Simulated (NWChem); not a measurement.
GaH$_{2}$S$_{2}$F; SMILES [F][Ga]([SH])[SH]

```xyz
6

Ga    -0.2367    -0.0107     0.0000
F     -1.9861     0.0513     0.0000
S      0.7990     1.9179     0.0000
H     -0.3708     2.5967     0.0000
S      0.6791    -1.9953     0.0000
H      1.9331    -1.4898     0.0000
```
Atoms are numbered in this order, from 1.

Results from NWChem. Pople sets run with spherical d functions. Coordinates come from a PBE0/def2-SVP optimisation.

For level Hartree-Fock/6-311G**:

highest occupied level (eV): -10.79
dipole (D): 1.85

Task: What are these values for level Hartree-Fock/3-21G?

Result: 
- highest occupied level (eV): -11.05
- dipole (D): 1.37
